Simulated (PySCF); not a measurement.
AlCl, SMILES [Al][Cl] (connectivity only; charge and spin as stated), neutral, multiplicity 1. Heavy atoms are numbered as in [Al:1][Cl:2].

The structure is a stationary point at PBE0-D3(BJ)/def2-TZVPD.

Calculation: PBE/pcSseg-2 run with PySCF.

GIAO shieldings, no solvent; atoms alike by connectivity are averaged. δ = σ(ref) − σ: ³⁵Cl against HCl (σ = 936.5 ppm), references at their B3LYP-D3(BJ)/def2-TZVP geometries, non-relativistic (without spin–orbit terms, shifts of atoms bonded to Cl or Br come out too high).

Computed chemical shifts:
| nucleus | atoms | count | δ (ppm) |
|---|---|---|---|
| ³⁵Cl | Cl2 | 1 | 437.0 |
